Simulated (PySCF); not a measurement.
**Exercise with solution: dipole moment from atomic charges**

CH₅AlClN, SMILES [AlH]([NH]C)[Cl]. Atoms are numbered in the order given.

```xyz
9

Al     0.6175     0.1043     0.0000
Cl    -0.2701     2.0232     0.0000
H      2.1775    -0.0730     0.0000
N     -0.4720    -1.2901     0.0000
C     -0.1284    -2.7024     0.0000
H     -1.4781    -1.1377     0.0000
H     -0.5134    -3.2329    -0.8911
H     -0.5134    -3.2329     0.8911
H      0.9665    -2.8279     0.0000
```
Charge 0, spin multiplicity 1.

The structure is a stationary point at B3LYP-D3(BJ)/def2-SVP. One conformer was computed; it need not be the lowest.

Charges (e) from PBE0/def2-TZVP run with PySCF:

| atom | ESP fit | Mulliken |
|---|---|---|
| Al1 | 0.666 | 0.473 |
| Cl2 | -0.293 | -0.290 |
| H3 | -0.183 | -0.087 |
| N4 | -0.645 | -0.414 |
| C5 | 0.041 | -0.285 |
| H6 | 0.295 | 0.222 |
| H7 | 0.034 | 0.126 |
| H8 | 0.034 | 0.126 |
| H9 | 0.050 | 0.130 |

The dipole moment of the full density is 2.17 D.

What dipole moment does each set of point charges give, and which comes closer to that of the density?


μ = Σ q r, and 1 e Å = 4.8032 D.
ESP fit: Σ q r = (-0.032, -0.486, 0.000) e Å, |μ| = 2.34 D.
Mulliken: Σ q r = (0.081, -0.662, 0.000) e Å, |μ| = 3.20 D.
ESP fit comes closer in size. Point charges leave out the atoms' own dipoles (lone pairs, polarised bonds); fits to the potential absorb them, partitions of the density don't.
